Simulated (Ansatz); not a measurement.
System: AgF (charge 0, singlet). 
Geometry from a B3LYP-D3(BJ)/def2-TZVP (Ansatz, a program for electronic structure) optimisation:
```xyz
2

Ag     0.0000     0.0000    -0.3209
F      0.0000     0.0000     1.6759
```

Total electronic energies in hartree. Cores are frozen in the correlated levels unless marked. No spin-orbit coupling. The frozen core is the preceding noble-gas configuration, with the filled d and f shells of earlier blocks. In def2 rows, elements after Kr have scalar-relativistic effective core potentials. STO-3G rows are all-electron and non-relativistic. CBS marks a two-point X^-3 extrapolation of the correlation energy; Hartree-Fock from the larger set. The bracket is a focal-point correction in the basis named. The program attaches cautions to a run behind MP2/STO-3G: large difference.

| level | program | energy (Eh) |
|---|---|---|
| HF/def2-QZVPPD | Ansatz | -245.59943 |
| r2SCAN-D3(BJ)/def2-TZVPD | Ansatz + dftd3 | -246.87075 |
| PBE0-D4/def2-TZVPD | Ansatz + dftd4 | -246.76243 |
| HSE06-D4/def2-TZVPD | Ansatz + dftd4 | -246.75755 |
| PBE-QIDH/def2-TZVPD | Ansatz | -246.56629 |
| MP2/STO-3G | Ansatz | -5244.56976 |
| RI-MP2/def2-QZVPP | Ansatz | -246.31003 |
| CCSD/def2-SVP | Ansatz | -245.84785 |
| CCSD/def2-QZVPP | Ansatz | -246.27187 |
| CCSD(T)/def2-TZVPPD | Ansatz | -246.23909 |
| CCSD(T)/def2-QZVPP | Ansatz | -246.29902 |
| CCSD(T)/def2-QZVPPD | Ansatz | -246.30053 |
| RI-MP2/CBS(def2-TZVPPD,def2-QZVPPD)+[CCSD(T)-MP2]/def2-TZVPPD | Ansatz | -246.3445 |
| RI-MP2/CBS(def2-TZVPPD,def2-QZVPPD)+[CCSD(T)-MP2]/def2-QZVPPD | Ansatz | -246.3423 |
| CCSD(T)/CBS(def2-TZVPPD,def2-QZVPPD) | Ansatz | -246.3408 |

Totals of different functionals don't rank their quality; only differences between species are comparable.
